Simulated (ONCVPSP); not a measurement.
nitrogen (N): one change to an ONCV potential, before and after

N (Z = 7), optimised norm-conserving Vanderbilt (ONCV), made with ONCVPSP 4.0.1 (PBE, scalar-relativistic). Core [He], reference 2s2 2p2.5 (charge +0.5). Waves: 2s: rc 1.05 bohr, ncon 4, nbas 8, qcut 6.3 1/bohr, local; 2p: rc 2.05 bohr, ncon 4, nbas 8, qcut 5.5 1/bohr, 2 projectors, debl 3.1 Ha; d scattering state at 0.39 Ha: rc 2.25 bohr, ncon 4, nbas 8, qcut 4.6 1/bohr, 2 projectors, debl 3.2 Ha. Local part: the s channel. Core correction: none.

All-electron outer shells of the reference configuration (PBE, scalar-relativistic, ld1.x):

```tsv
shell	level (eV)	outermost node (bohr)	outermost maximum (bohr)
1s	-392.50	–	0.15
2s	-25.12	0.32	1.00
2p	-13.44	–	0.94
```

Change: p: qcut 3.2.

Cutoffs: the cutoffs (Ha) at which the residual kinetic energy of the hardest occupied pseudo-wave falls to 1 and 0.1 mHa per electron; they do not see the model core or the augmentation charge, which bear on the density cutoff. Errors are all-electron minus pseudo energies relative to the spin-unpolarised reference configuration.

**Question.** How do hardness, ghosts and transferability respond?

**Answer.** The potential gets neither clearly harder nor softer (41 Ha and 145 Ha → 48 Ha and 145 Ha); of the 4 tests that both files solve, the error grows in 4 and shrinks in 0 by more than 15 % and 0.3 meV (median size 284.9 → 591.2 meV); neither file shows a bound ghost.

```tsv
quantity	base	changed
cutoff, loose	41 Ha	48 Ha
cutoff, tight	145 Ha	145 Ha
loose cutoff by channel	s 41 Ha, p 13 Ha	s 41 Ha, p 48 Ha
bound ghosts	none	none
GHOST(+) flags under 300 eV	none	none
error for 2s2 2p3, meV [ΔE -5.09 eV]	+16	+38
error for 2s2 2p2, meV [ΔE 8.50 eV]	+34	+75
error for 2s2 2p1, meV [ΔE 37.35 eV]	+536	+1108
error for 2s2 2p0, meV [ΔE 84.43 eV]	+2297	+4490
s: phases at 1.06 bohr within 0.05 rad from the reference energy up to (Ha; the scan ends near 5)	4.2	4.2
p: phases at 2.08 bohr within 0.05 rad from the reference energy up to (Ha; the scan ends near 5)	4.9	4.9
d: phases at 2.29 bohr within 0.05 rad from the reference energy up to (Ha; the scan ends near 5)	to the end of the scan	to the end of the scan
```
